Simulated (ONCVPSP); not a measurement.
## Ca (Z = 20): variants of one ONCV potential

Base potential:

calcium, optimised norm-conserving Vanderbilt (ONCV), made with ONCVPSP 4.0.1 (PBE, scalar-relativistic). Core [Ar], reference 4s1.75 4p0.25. Waves: 4s: rc 3.35 bohr, ncon 4, nbas 7, qcut 2.2 1/bohr, local; 4p: rc 3.35 bohr, ncon 4, nbas 7, qcut 2 1/bohr, 2 projectors, debl 3.8 Ha; d scattering state at 0.16 Ha: rc 3.60 bohr, ncon 5, nbas 9, qcut 2.8 1/bohr, 3 projectors, debl 4 Ha. Local part: the s channel. Core correction: Teter function, fcfact 5.5, rcfact 1.3.

In the d channel the program set the typed energies aside and used -0.082, 3.918, 7.918 Ha.

Cutoffs, loose and tight: the cutoffs (Ha) at which the residual kinetic energy of the hardest occupied pseudo-wave falls to 1 and 0.1 mHa per electron. They do not see the model core or the augmentation charge, which bear on the density cutoff. Test errors are all-electron minus pseudo excitation energies from the reference, over the configurations 4s2 4p0; 4s1 4p0; 4s1.5 4p0; 4s0 4p2. A dash means not determined; rows that change the core or the reference have their own tests.

For the base: The cutoffs count occupied waves only; projector 2 of the p channel, the hardest unoccupied one, needs 22 Ha at the loose tolerance.

A true bound ghost makes a file unfit for plane-wave use even where its test errors are small: the radial tests pick states by their node count and pass the ghost by.

| change | outcome | cutoff, loose | cutoff, tight | bound ghosts | GHOST(+) flags above zero | largest test error (meV) |
| --- | --- | --- | --- | --- | --- | --- |
| base | generated, projector energies reset by the program | 1.8 Ha | 3.0 Ha | p | p | -7.7 |
| all radii but the core radius scaled by about 0.80 (s 2.68, p 2.68, d 2.88 bohr) | failed: ERROR pspot: first pseudo wave function has node, program will stop | – | – | – | – | – |
| all radii but the core radius scaled by about 0.85 (s 2.84, p 2.84, d 3.06 bohr) | generated, projector energies reset by the program | 3.9 Ha | 16 Ha | none | d | +8.6 |
| all radii but the core radius scaled by about 0.91 (s 3.06, p 3.06, d 3.28 bohr) | generated, projector energies reset by the program | 1.9 Ha | 10 Ha | none | none | +4.1 |
| all radii but the core radius scaled by about 1.13 (s 3.80, p 3.80, d 4.08 bohr) | generated, projector energies reset by the program | 1.6 Ha | 2.5 Ha | none | d | -13 |
| all radii but the core radius scaled by about 1.19 (s 4.00, p 4.00, d 4.30 bohr) | generated, projector energies reset by the program | 1.5 Ha | 2.3 Ha | none | p, d | -18 |
| all radii but the core radius scaled by about 1.27 (s 4.24, p 4.24, d 4.56 bohr) | generated, projector energies reset by the program | 1.5 Ha | 2.1 Ha | none | p, d | -23 |
| all radii but the core radius scaled by about 1.32 (s 4.44, p 4.44, d 4.76 bohr) | generated, projector energies reset by the program | 1.4 Ha | 1.9 Ha | none | p, d | -29 |

(1) What comes out with this change to the base: all radii but the core radius scaled by about 1.07 (s 3.58, p 3.58, d 3.84 bohr)?

Results:

(1) outcome: generated, projector energies reset by the program; cutoff, loose: 1.7 Ha; cutoff, tight: 2.8 Ha; bound ghosts: none; GHOST(+) flags above zero: p, d; largest test error (meV): -9.6.

Reading the sweep of the scale of all radii but the core radius (base = 1) (base included, trends over the rows without a ghost): The loose cutoff falls from 3.9 Ha at 0.85 to 1.4 Ha at 1.32. A larger radius leaves more room for a smooth pseudo-wave, so fewer plane waves are needed; a smaller one forces it to follow the all-electron wave where it bends sharply. The median size of the test errors (rows with all tests solved) stays near 1.0 meV. Bound ghosts are found at 1. The generation fails at 0.8.
